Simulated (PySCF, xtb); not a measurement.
O3S, SMILES O=S(=O)=O (connectivity only; charge and spin as stated), charge -1, multiplicity 2.

Harmonic wavenumbers (cm⁻¹) from GFN2-xTB (xtb) at its own minimum, in rising order: 436, 436, 507, 935, 1021, 1022.

**Question.** What does PBE-D3(BJ)/def2-SVPD run with PySCF give at its own minimum? (An estimate is asked for; the answer gives what the named calculation found.)

**Answer.** 412, 412, 509, 873, 1025, 1025. Paired by order, the mean absolute difference is 20 cm⁻¹ and the zero-point energies are 6.2 and 6.1 kcal/mol.
